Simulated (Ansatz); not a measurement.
Reaction (ligand exchange at a Ge–C bond): `O[SiH2]/C=[CH]\[GeH2][OH]` + H₂Se → `[OH][GeH2][SeH]` + `C=C[SiH2]O`

Computed with Ansatz on PBE0-D4/def2-TZVP structures; ΔE is electronic, products minus reactants. CCSD(T)/CBS adds triple-zeta CCSD(T) − MP2 to the extrapolated MP2 energy (def2 sets, frozen cores). For Ge, Se outer-core shells are correlated without core-valence functions, which leaves a few kJ/mol of doubt a bond. Scalar relativity is left out up to krypton. Each species was taken in one conformer, which may not be the lowest.

| species | CCSD(T)/CBS(def2) energy (Eh) |
| --- | --- |
| `O[SiH2]/C=[CH]\[GeH2][OH]` | -2596.50472 |
| H₂Se | -2401.89790 |
| `[OH][GeH2][SeH]` | -4554.43903 |
| `C=C[SiH2]O` | -443.99110 |

Q: Work out ΔE.

A: ΔE = (-4554.43903) + (-443.99110) − (-2596.50472) − (-2401.89790) = -0.02751 Eh = -0.75 eV.

Largest T1 diagnostic among the species: 0.012.

The D4 term adds +0.09 eV with B3LYP and +0.05 eV with PBE0; it sums over pairs of atoms, weighted by their polarisabilities, and B3LYP, whose exchange is more repulsive, gets the larger term. In def2-TZVPP, CCSD(T) changes the Hartree–Fock value by +0.19 eV (the triples alone add +0.02 eV) and MP2 by +0.15 eV.

B3LYP here is the variant with VWN-RPA as its local correlation; programs differ in this.
